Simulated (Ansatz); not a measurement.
Consider the redistribution: `[SiH3]C([SiH3])BCl` + `COBCl` → `[SiH3]OBCl` + `CC([SiH3])BCl`.

Isolated molecules relaxed with PBE0-D4/def2-TZVP in Ansatz; ΔE leaves out vibrations. CCSD(T)/CBS is the MP2 limit (def2-TZVPP, def2-QZVPP) plus CCSD(T) − MP2 in def2-TZVPP, frozen cores. This one scheme is used for every species. Each species was taken in one conformer, which may not be the lowest.

`[SiH3]C([SiH3])BCl`:

Cartesian coordinates in Å:
```
Si -0.901 1.045 -0.959
C 0.434 -0.126 -0.324
Si -0.402 -1.476 0.694
B 1.420 0.647 0.559
Cl 3.128 0.729 0.175
H -1.633 1.644 0.186
H -0.295 2.133 -1.770
H -1.858 0.290 -1.810
H 0.921 -0.596 -1.186
H -1.352 -2.227 -0.168
H 0.608 -2.423 1.233
H -1.146 -0.866 1.825
H 1.077 1.227 1.546
```

`COBCl`:

Cartesian coordinates in Å:
```
C -1.079 -0.221 0.239
O -0.041 0.042 -0.687
B 1.216 0.251 -0.293
Cl 2.430 0.570 -1.520
H -1.516 -1.193 0.007
H -0.707 -0.224 1.267
H -1.846 0.547 0.131
H 1.544 0.229 0.856
```

`[SiH3]OBCl`:

```xyz
8

Si   -0.514    0.893   -0.633
O    -0.425   -0.159    0.659
B     0.449   -1.112    0.991
Cl    1.848   -1.453   -0.040
H    -0.628    0.125   -1.896
H    -1.732    1.702   -0.408
H     0.687    1.760   -0.657
H     0.315   -1.757    1.984
```

`CC([SiH3])BCl`:

Z-matrix (Å, degrees):
```
C
C 1 1.533
H 1 1.093 2 111.1
H 1 1.093 2 111.2 3 119.4
H 1 1.093 2 111.9 3 -120.2
Si 2 1.902 1 109.0 3 175.0
B 2 1.536 1 115.4 3 -66.8
H 2 1.097 1 112.0 3 61.6
H 6 1.487 2 107.7 1 -52.1
H 6 1.484 2 111.4 1 -172.4
H 6 1.487 2 110.3 1 66.1
Cl 7 1.755 2 121.2 1 155.8
H 7 1.195 2 122.6 1 -27.4
```

```json
{"level": "MP2/def2-TZVPP", "ΔE (kJ/mol)": "-116.4"}
{"level": "CCSD/CBS(def2)", "ΔE (kJ/mol)": "-116.0"}
```

Problem. What does CCSD(T)/CBS give? (Best estimate.)

Solution. Computed: -113.9 kJ/mol. The listed levels differ from it by -2.5, -2.1 kJ/mol.

Largest T1 diagnostic among the species: 0.012.

In def2-TZVPP, CCSD(T) changes the Hartree–Fock value by +10.4 kJ/mol (the triples alone add +2.1 kJ/mol) and MP2 by +5.0 kJ/mol. From PBE to PBE0 (25 % exact exchange), in def2-TZVPP and without D4, ΔE moves by −4.7 kJ/mol.
